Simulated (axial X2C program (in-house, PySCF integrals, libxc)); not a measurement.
**Potential curves of GaRu, 2c**

Computed with an in-house all-electron X2C program for linear molecules (integrals from PySCF). Two-component (2c) means X2C with spin–orbit coupling and atomic mean-field two-electron Coulomb and Gaunt terms. Basis: Ru dyall-cv3z [12s12p8d5f3g], Ga dyall-cv3z [9s9p7d4f1g] (cores contracted in-house); Gaussian nuclei, density fitting, unrestricted open shells. Masses: Ru 101.904 u, Ga 68.926 u.

State: Ω = 3/2 (⟨Sz⟩ = 1.50, ⟨Lz⟩ = 0.00 at HF). Energies in eV from the lowest point of each curve. Fits are polynomials in 1 − R0/R over 0.85 to 1.23 times the lowest point R0.

| R (Å) | HF | CCSD(T) |
| --- | --- | --- |
| 2.0645 | 1.6185 |  |
| 2.1594 | 0.9828 | 0.5256 |
| 2.2306 | 0.6457 | 0.2901 |
| 2.3018 | 0.4035 | 0.1343 |
| 2.3730 | 0.2349 | 0.0432 |
| 2.4561 | 0.1079 | 0.0000 |
| 2.5391 | 0.0362 | 0.0076 |
| 2.6459 | 0.0000 | 0.0703 |
| 2.7764 | 0.0102 |  |
| 2.9663 | 0.0807 |  |

Correlated methods: 11 electrons correlated (number of frozen shells: Ru 4 s, 3 p, 1 d; Ga 3 s, 2 p, 1 d), 353 virtual spin orbitals or spinors in MP2, 90 natural virtuals in coupled cluster.

One determinant describes the state; a PBE0 search over occupations chose it and may have missed a lower one. Coupled cluster ran in a truncated set of natural virtual spinors; the MP2 energy of the rest was added. (T) has no such correction and the atoms are truncated less, which lowers De at CCSD(T) by a hundredth of an eV or more. PBE0 can misorder states that lie within some tenths of an eV, so this need not be the ground state of the molecule. The nearest other 2c determinant of the search, Ω = 7/2, lies 0.31 eV up at the distance of the search. With several unpaired electrons one determinant need not be a pure state. This is the top spin component of a Σ state; components of lower Ω are not single determinants and can lie lower. The determinant is spin-polarised beyond a pure state at some levels (its spin-free form has ⟨S²⟩ too high), which makes Re and μ there less reliable. The T1 diagnostic is large, a sign of multireference character. With the outer-core shells frozen, correlated bond lengths of heavy atoms tend to come out a few hundredths of an ångström too long. Coupled cluster ran on the points near the minimum only. MP2 and coupled cluster on one determinant become unreliable at the stretched end.

**Question.** What are Re and ωe at the HF level?

**Answer.** At HF, 2c: Re = 2.681 Å, ωe ≈ 142 cm⁻¹; Be follows as 0.0571 cm⁻¹.

**Question.** What are Re and ωe at the CCSD(T) level?

**Answer.** At CCSD(T), 2c: Re = 2.482 Å, ωe ≈ 209 cm⁻¹; Be follows as 0.0665 cm⁻¹.
